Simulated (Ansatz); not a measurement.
Species: CH₄BCl₂S (charge +1, singlet). It need not be the lowest isomer of its formula. 
Structure (B3LYP-D3(BJ)/def2-TZVP (Ansatz, a first-principles code) minimum search):
SMILES: C[SH+]B(Cl)Cl
```xyz
9

C     -2.4215     0.2040     0.5742
S     -1.2540    -0.1919    -0.7684
B      0.5169    -0.0183    -0.0281
Cl     0.7142    -0.4987     1.5964
Cl     1.7100     0.5118    -1.1242
H     -2.1367     1.1260     1.0707
H     -3.4045     0.2761     0.1137
H     -2.3891    -0.6415     1.2572
H     -1.2734     0.9542    -1.4792
```
Charge +1, spin multiplicity 1.

Basis-set convergence of Hartree-Fock and CCSD(T) correlation energies (hartree) with Ansatz. Correlated levels leave the core frozen unless marked. Spin-orbit coupling is left out. Non-relativistic.

```
basis        functions        E(HF)  E(corr, CCSD(T))
-----------  ---------  -----------  ----------------
cc-pV(D+d)Z        117  -1381.25967          -0.71911
cc-pV(T+d)Z        233  -1381.32410          -0.92265
cc-pV(Q+d)Z        422  -1381.33872          -0.98948
```

Extrapolating the two largest sets (X = 3 and 4) as X^-3: E(corr) = (64·(-0.98948) - 27·(-0.92265))/37 = -1.0382 Eh, an estimate of the basis-set limit. The largest set recovers 95.3 % of it, the smallest 69.3 %.
